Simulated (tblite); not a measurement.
Compound: C6H4F3O (doublet state).
Cartesian coordinates in Å at the GFN2-xTB level; atoms count from 1:
```
atom  x, y, z in Å
C1     0.4093    2.1946   -0.1208
C2     0.0173    0.8779   -0.0400
O3    -1.4042    0.7056    0.0598
C4    -1.9092   -0.4936    0.1440
F5    -3.2350   -0.4119    0.2280
F6    -1.6467   -1.2962   -0.9124
F7    -1.5058   -1.2059    1.2206
C8     0.8354   -0.2031   -0.0482
C9     2.1706   -0.7708   -0.1104
C10    1.1537   -1.6148   -0.0094
H11    1.4484    2.4400   -0.1990
H12   -0.3245    2.9731   -0.1059
H13    3.2142   -0.5894   -0.1851
H14    0.7758   -2.6059    0.0567
```

The geometry is computed with GFN2-xTB (gas phase). This method treats the open shell by occupation alone, without spin polarisation.

Masses are those of the commonest isotopes; rigid-rotor values at the optimised geometry. The values belong to one conformer with, in the numbering `[CH2:1][C:2]([O:3][C:4]([F:5])([F:6])[F:7])=[C:8]1[CH:9]=[CH:10]1`, H–C1–C2–O3 180° and 0°, C1–C2–O3–C4 180°.

Q: Give the principal moments of inertia and the rotational constants in MHz.

A: Ia = 228.82, Ib = 438.63, Ic = 580.48 u·Å²; 505379 MHz·u·Å²/I gives A = 2209, B = 1152, C = 870.6 MHz.

Q: What kind of rotor is it?

A: An asymmetric top: κ = (2 × 1152 − 2209 − 870.6)/(2209 − 870.6) = -0.58.

Q: What does the inertial defect say?

A: Not planar: Δ = Ic − Ia − Ib = -86.96 u·Å². For a rigid frame Δ = −2 Σ m c², so Σ m c² = 43.48 u·Å² lies off the ab plane: 0.00 from hydrogen and 43.48 from heavier atoms. The atom farthest from that plane is 1.07 Å away.

Q: Give the other two planar moments, Paa and Pbb, and the rms extents of the mass along the axes.

A: Paa = Σ m a² = (Ib + Ic − Ia)/2 = 395.14 and Pbb = Σ m b² = (Ia + Ic − Ib)/2 = 185.34 u·Å². With the mass M = 149.02 u, the rms extents √(P/M) along a, b and c are 1.63, 1.12, 0.54 Å.

Q: Estimate the classical rotational partition function at 100 K, 200 K and 500 K.

A: Point group Cs, symmetry number σ = 1; q = (√π/σ)·√((kT/h)³/(ABC)), k/h = 20836.6 MHz/K: 113000 at 100 K, 320000 at 200 K, 1270000 at 500 K.

For this open shell read J as N, the rotation without spin; fine and hyperfine splittings come on top. Its GFN2-xTB frequencies are all real (lowest 21 cm⁻¹). Zero-point vibration and centrifugal distortion are left out.
